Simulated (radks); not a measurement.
Effect of the nuclear size on neutral iron, [Ar] 3d6 4s2. Method: Dirac Kohn-Sham, BLYP, spin-unpolarised, spherical densities, finite nucleus; open shells fill j = l - 1/2 first; Fermi nuclear charge, rms radius 3.7377 fm; computed with a radial shooting solver on a logarithmic mesh with Libxc functionals. The rms radius is varied about that value; shifts are against it.

\begin{tabular}{lrrrrrr}
rms radius (fm) & total energy shift (eV) & density at nucleus (e/bohr^3) & 1s1/2 shift (meV) & 2s1/2 shift (meV) & 2p1/2 shift (meV) & 3s1/2 shift (meV) \\ \hline
3.3041 & -0.0242 & 1.518e+04 & -10.3 & -0.925 & 0.099 & -0.130 \\
3.5919 & -0.00847 & 1.513e+04 & -3.59 & -0.323 & 0.034 & -0.045 \\
3.7377 & 0 & 1.511e+04 & 0.000 & 0.000 & 0.000 & 0.000 \\
3.9844 & 0.0151 & 1.506e+04 & 6.39 & 0.575 & -0.061 & 0.081 \\
4.1974 & 0.0288 & 1.503e+04 & 12.2 & 1.10 & -0.117 & 0.154 \\
\end{tabular}

Slopes of the eigenvalues against <r^2> in GHz/fm^2, as finite differences over the two radii next to the reference (eigenvalue slopes, not the field-shift constants of lines): 1s1/2 812, 2s1/2 73.0, 2p1/2 -7.79, 3s1/2 10.2.
